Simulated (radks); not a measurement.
The numbers below are computed, except where a source is named.
Question: All-electron atom: the zinc ion Zn+ in [Ar] 3d10 4s1. Level of theory: scalar-relativistic Kohn-Sham, revPBE, spin-polarised, spherical densities, finite nucleus; open shells are filled with parallel spins first; Fermi nuclear charge, rms radius 3.9283 fm (a radial shooting solver on a logarithmic mesh with Libxc functionals). Some entries of the table are withheld. Estimate them.

orbital,occ.,eigenvalue (eV),<r^2> (bohr^2)
1s up,1,-9535.982,0.003404
1s down,1,-9535.937,0.003404
2s down,1,-1167.853,0.06034
2s up,1,-1167.840,0.06033
2p down,3,-1013.357,0.04820
2p up,3,-1013.356,0.04819
3s up,1,-138.8635,0.5368
3s down,1,-138.8572,0.5360
3p up,3,-93.0042,0.6030
3p down,3,-92.9746,0.6009
3d up,5,-19.7266,1.097
3d down,5,-19.5086,1.054
4s up,1,-14.4286,6.583
4s down,0,-13.1894,6.720
4p up,0,-8.1529,(1)
4p down,0,-7.0395,(2)

Answer: 
(1) 4p up <r^2> (bohr^2): 11.41
(2) 4p down <r^2> (bohr^2): 11.86
